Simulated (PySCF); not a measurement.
A calculated (UHF, PySCF 2.14, def2-SVP, the non-relativistic Hamiltonian (point nucleus)) atom or ion has these occupied shells.

```json
{"shell": "1s α", "electrons": "1", "orbital energy (eV)": "-3633.4", "rms radius, mean of both spins (bohr)": "0.0945"}
{"shell": "1s β", "electrons": "1", "orbital energy (eV)": "-3633.4", "rms radius, mean of both spins (bohr)": "0.0945"}
{"shell": "2s α", "electrons": "1", "orbital energy (eV)": "-394.30", "rms radius, mean of both spins (bohr)": "0.420"}
{"shell": "2s β", "electrons": "1", "orbital energy (eV)": "-394.24", "rms radius, mean of both spins (bohr)": "0.420"}
{"shell": "2p α", "electrons": "3", "orbital energy (eV)": "-313.53", "rms radius, mean of both spins (bohr)": "0.388"}
{"shell": "2p β", "electrons": "3", "orbital energy (eV)": "-313.51", "rms radius, mean of both spins (bohr)": "0.388"}
{"shell": "3s α", "electrons": "1", "orbital energy (eV)": "-47.694", "rms radius, mean of both spins (bohr)": "1.37"}
{"shell": "3s β", "electrons": "1", "orbital energy (eV)": "-47.537", "rms radius, mean of both spins (bohr)": "1.37"}
{"shell": "3p α", "electrons": "3", "orbital energy (eV)": "-26.046", "rms radius, mean of both spins (bohr)": "1.57"}
{"shell": "3p β", "electrons": "3", "orbital energy (eV)": "-25.977", "rms radius, mean of both spins (bohr)": "1.57"}
{"shell": "4s α", "electrons": "1", "orbital energy (eV)": "-3.988", "rms radius, mean of both spins (bohr)": "5.66"}
```

Name the element and its charge.

K (potassium, neutral), in [Ar] 4s1, 2S determinant.
